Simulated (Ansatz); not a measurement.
`FB1CB(Cl)C1` at its PBE0-D4/def2-TZVP geometry, where that method's forces vanish. Total charge 0; spin multiplicity 1.

```xyz
10

F    -0.7901    2.1754    0.1722
B    -0.5371    0.8876    0.0241
C    -0.3893   -0.2477    1.1031
B     0.7297   -0.6107    0.0608
Cl    2.3360   -1.2379    0.3073
C     0.1025    0.1121   -1.1860
H    -1.2106   -0.9588    0.9313
H    -0.2329   -0.1057    2.1683
H    -0.6721   -0.5649   -1.5754
H     0.6639    0.5505   -2.0057
```

(1) What forces (eV/Å) does r2SCAN-D4/def2-TZVPP give on these atoms in Ansatz? (An estimate is asked.)

Answers

(1) Computed: 
```
F1  -0.016  0.184  0.025
B2   0.043 -0.203 -0.023
C3  -0.038 -0.023  0.100
B4  -0.131  0.075 -0.016
Cl5  0.131 -0.042  0.022
C6   0.007  0.010 -0.108
H7   0.013  0.011  0.028
H8  -0.017 -0.017 -0.001
H9   0.022  0.018 -0.016
H10 -0.015 -0.015 -0.011
```
